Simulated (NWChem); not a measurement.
System: C₄H₅N; SMILES C#C/C=N/C

Output (shortened):

```
             Northwest Computational Chemistry Package (NWChem) 7.3.0
             --------------------------------------------------------

                             Geometry "geometry" -> ""
                             -------------------------

 Output coordinates in angstroms (scale by  1.889725989 to convert to a.u.)

  No.       Tag          Charge          X              Y              Z
 ---- ---------------- ---------- -------------- -------------- --------------
    1 C                    6.0000    -0.17184000     2.60958500     0.00000000
    2 C                    6.0000     0.05738800     1.41870300     0.00000000
    3 C                    6.0000     0.40266700     0.02800800     0.00000000
    4 N                    7.0000    -0.47313300    -0.89158000     0.00000000
    5 C                    6.0000    -0.02202400    -2.24993900     0.00000000
    6 H                    1.0000    -0.39464100     3.66098800     0.00000000
    7 H                    1.0000     1.49110100    -0.19237200     0.00000000
    8 H                    1.0000    -0.43459800    -2.77019900    -0.88033000
    9 H                    1.0000     1.08047700    -2.36695300     0.00000000
   10 H                    1.0000    -0.43459800    -2.77019900     0.88033000

 Effective nuclear repulsion energy (a.u.)     140.3014396491

                              NWChem Property Module
                              ----------------------

  itol2e modified to match energy
  convergence criterion.

                                 NWChem DFT Module
                                 -----------------

 Summary of "ao basis" -> "ao basis" (spherical)
 ------------------------------------------------------------------------------
       Tag                 Description            Shells   Functions and Types
 ---------------- ------------------------------  ------  ---------------------
 C                          pcsseg-1                 7       17   3s3p1d
 N                          pcsseg-1                 7       17   3s3p1d
 H                          pcsseg-1                 3        5   2s1p

  itol2e modified to match energy
  convergence criterion.

            General Information
            -------------------
          SCF calculation type: DFT
          Wavefunction type:  closed shell.
          No. of atoms     :    10
          No. of electrons :    36
           Alpha electrons :    18
            Beta electrons :    18
          Charge           :     0
          Spin multiplicity:     1
          Use of symmetry is: off; symmetry adaption is: off
          Maximum number of iterations: 150
          AO basis - number of functions:   110
                     number of shells:    50
          Convergence on energy requested:  1.00D-07
          Convergence on density requested:  1.00D-05
          Convergence on gradient requested:  5.00D-04

              XC Information
              --------------
                         PBE0 Method XC Functional
                     Hartree-Fock (Exact) Exchange  0.250
          PerdewBurkeErnzerhof Exchange Functional  0.750
            Perdew 1991 LDA Correlation Functional  1.000 local
           PerdewBurkeErnz. Correlation Functional  1.000 non-local

             Grid Information
             ----------------
          Grid used for XC integration:  fine
          Radial quadrature: Mura-Knowles
          Angular quadrature: Lebedev.
          Tag              B.-S. Rad. Rad. Pts. Rad. Cut. Ang. Pts.
          ---              ---------- --------- --------- ---------
          C                   0.70       70          14.0       590
          N                   0.65       70          12.0       590
          H                   0.35       60          15.0       590
          Grid pruning is: on
          Number of quadrature shells:   650
          Spatial weights used:  Erf1

      Superposition of Atomic Density Guess
      -------------------------------------

[...]

          -----------------------------------------
          Chemical Shielding Tensors (GIAO, in ppm)
          -----------------------------------------

                                NWChem CPHF Module
                                ------------------

  scftype          =     RHF
  nclosed          =       18
  nopen            =        0
  variables        =     1656
  # of vectors     =        3
  tolerance        = 0.10D-03
  level shift      = 0.00D+00
  max iterations   =       50
  max subspace     =       30

 SCF residual:    6.0773038498524974E-005

Iterative solution of linear equations
  No. of variables     1656
  No. of equations        3
  Maximum subspace       30
        Iterations       50
       Convergence  1.0D-04

   iter   nsub   residual    time
   ----  ------  --------  ---------
     1      3    9.17D-01      68.0
     2      6    7.71D-02      73.5
     3      9    3.47D-03      77.7
     4     12    4.61D-04      82.4
     5     15    3.47D-05      87.3

      Atom:    1  C
        Diamagnetic
    246.9843     -7.2878      0.0000
     -7.2878    279.9012     -0.0000
      0.0000     -0.0000    245.9210

        Paramagnetic
   -200.2703    -25.6306     -0.0000
    -25.6306    -73.7089      0.0000
     -0.0000      0.0000   -206.2367

        Total Shielding Tensor
     46.7140    -32.9185     -0.0000
    -32.9185    206.1923      0.0000
     -0.0000      0.0000     39.6843

           isotropic =      97.5302
          anisotropy =     172.7846

          Principal Components and Axis System
                 1           2           3
              212.7200     40.1863     39.6843

      1        -0.1945      0.9809      0.0000
      2         0.9809      0.1945      0.0000
      3         0.0000     -0.0000      1.0000

      Atom:    2  C
        Diamagnetic
    235.2971    -10.0506     -0.0000
    -10.0506    286.0716      0.0000
     -0.0000      0.0000    232.5448

        Paramagnetic
   -219.8904    -45.7880      0.0000
    -45.7880     -4.1733     -0.0000
      0.0000     -0.0000   -229.3551

        Total Shielding Tensor
     15.4067    -55.8386      0.0000
    -55.8386    281.8982     -0.0000
      0.0000     -0.0000      3.1897

           isotropic =     100.1649
          anisotropy =     289.4406

          Principal Components and Axis System
                 1           2           3
              293.1253      4.1797      3.1897

      1        -0.1971      0.9804     -0.0000
      2         0.9804      0.1971     -0.0000
      3        -0.0000      0.0000      1.0000

      Atom:    3  C
        Diamagnetic
    263.3971      8.3657     -0.0000
      8.3657    271.5747      0.0000
     -0.0000      0.0000    246.1533

        Paramagnetic
   -257.2758     62.3598      0.0000
     62.3598   -276.7082     -0.0000
      0.0000     -0.0000   -140.0804

        Total Shielding Tensor
      6.1212     70.7254      0.0000
     70.7254     -5.1335      0.0000
      0.0000      0.0000    106.0729

           isotropic =      35.6869
          anisotropy =     105.5790

          Principal Components and Axis System
                 1           2           3
              106.0729     71.4428    -70.4551

      1         0.0000      0.7346     -0.6785
      2         0.0000      0.6785      0.7346
      3         1.0000     -0.0000     -0.0000

      Atom:    4  N
        Diamagnetic
    320.8681     10.4959      0.0000
     10.4959    350.0922      0.0000
      0.0000      0.0000    320.2565

        Paramagnetic
   -466.8374    -21.5438     -0.0000
    -21.5438   -953.2865     -0.0000
     -0.0000     -0.0000    -50.4075

        Total Shielding Tensor
   -145.9694    -11.0479     -0.0000
    -11.0479   -603.1943     -0.0000
     -0.0000     -0.0000    269.8489

           isotropic =    -159.7716
          anisotropy =    -665.5343

          Principal Components and Axis System
                 1           2           3
             -603.4611    269.8489   -145.7026

      1         0.0241     -0.0000      0.9997
      2         0.9997     -0.0000     -0.0241
      3         0.0000      1.0000      0.0000

      Atom:    5  C
        Diamagnetic
    243.7279     -4.5072      0.0000
     -4.5072    258.9718     -0.0000
      0.0000     -0.0000    240.4840

        Paramagnetic
   -121.5106    -15.6612     -0.0000
    -15.6612    -91.3352      0.0000
     -0.0000      0.0000   -134.5647

        Total Shielding Tensor
    122.2173    -20.1684     -0.0000
    -20.1684    167.6367      0.0000
     -0.0000      0.0000    105.9193

           isotropic =     131.9244
          anisotropy =      65.0627

          Principal Components and Axis System
                 1           2           3
              175.2996    114.5544    105.9193

      1        -0.3552      0.9348      0.0000
      2         0.9348      0.3552     -0.0000
      3         0.0000     -0.0000      1.0000

      Atom:    6  H
        Diamagnetic
     27.8543     -2.7244      0.0000
     -2.7244     40.4484     -0.0000
      0.0000     -0.0000     27.3484

        Paramagnetic
     -2.7193      0.5227     -0.0000
      0.5227     -5.1400      0.0000
     -0.0000      0.0000     -2.9645

        Total Shielding Tensor
     25.1350     -2.2016     -0.0000
     -2.2016     35.3085      0.0000
     -0.0000      0.0000     24.3839

           isotropic =      28.2758
          anisotropy =      11.2330

          Principal Components and Axis System
                 1           2           3
               35.7645     24.6790     24.3839

      1        -0.2028      0.9792     -0.0000
      2         0.9792      0.2028     -0.0000
      3         0.0000      0.0000      1.0000

      Atom:    7  H
        Diamagnetic
     40.3033     -2.2495     -0.0000
     -2.2495     27.1483      0.0000
     -0.0000      0.0000     18.3547

        Paramagnetic
    -15.5856      3.1106      0.0000
      3.1106     -2.9361     -0.0000
      0.0000     -0.0000      4.3829

[...]
```

Level: PBE0/pcSseg-1, GIAO. The geometry was optimised at PBE0/def2-SVP. The printed shielding anisotropy is the first printed principal value minus the mean of the other two.

Problem. Which NWChem input produces such a log?

Solution. This is not unique; one that fits is the input that was run:
```
start job
memory heap 200 mb stack 900 mb global 1100 mb
geometry units angstroms noautosym nocenter noautoz
  C     -0.171840     2.609585     0.000000
  C      0.057388     1.418703     0.000000
  C      0.402667     0.028008     0.000000
  N     -0.473133    -0.891580     0.000000
  C     -0.022024    -2.249939     0.000000
  H     -0.394641     3.660988     0.000000
  H      1.491101    -0.192372     0.000000
  H     -0.434598    -2.770199    -0.880330
  H      1.080477    -2.366953     0.000000
  H     -0.434598    -2.770199     0.880330
end
basis spherical
  * library pcsseg-1
end
dft
  xc pbe0
  iterations 150
end
property
  shielding 9 1 2 3 4 5 6 7 8 9
end
task dft property
```
